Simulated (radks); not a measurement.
Pm, 61 electrons, occupied as [Xe] 4f5 6s2. All-electron calculation, scalar-relativistic Kohn-Sham, PBE, spin-polarised, spherical densities, finite nucleus; open shells are filled with parallel spins first (spin-orbit coupling, left out, can overturn this in heavy ions); Fermi nuclear charge, rms radius 4.962 fm. Program: a radial shooting solver on a logarithmic mesh with Libxc functionals.

Radial electron density D(r) = 4 pi r^2 rho(r):

| r (bohr) | D(r) (e/bohr) | spin D(r) |
|---|---|---|
| 0.002078 | 11.01 | 0.0000469 |
| 0.002839 | 17.54 | 0.0000738 |
| 0.003879 | 27.00 | 0.000112 |
| 0.005299 | 39.67 | 0.000159 |
| 0.007239 | 54.75 | 0.000208 |
| 0.00989 | 69.52 | 0.000240 |
| 0.0134 | 79.14 | 0.000228 |
| 0.01831 | 80.05 | 0.000152 |
| 0.02502 | 73.81 | 0.0000300 |
| 0.03418 | 71.99 | -0.000147 |
| 0.04669 | 85.93 | -0.000800 |
| 0.06379 | 104.8 | -0.00312 |
| 0.08645 | 101.1 | -0.00565 |
| 0.1181 | 81.36 | 0.0134 |
| 0.1613 | 85.42 | 0.146 |
| 0.2204 | 90.87 | 0.617 |
| 0.3011 | 55.87 | 1.73 |
| 0.4114 | 36.28 | 3.44 |
| 0.5575 | 43.16 | 4.75 |
| 0.7617 | 29.43 | 4.64 |
| 1.041 | 13.94 | 3.34 |
| 1.422 | 9.144 | 1.77 |
| 1.942 | 4.737 | 0.630 |
| 2.632 | 1.625 | 0.182 |
| 3.596 | 0.7541 | 0.0512 |
| 4.912 | 0.4442 | 0.000647 |
| 6.711 | 0.1386 | -0.00681 |
| 9.169 | 0.01816 | -0.00190 |
| 12.53 | 0.0007735 | -0.000132 |

D(r) has 4 maxima, at r = 0.0161, 0.0713, 0.200, 0.553 bohr, and minima at 0.0308, 0.132, 0.402 bohr, inside which lie 1.94, 11.17, 29.20 electrons.
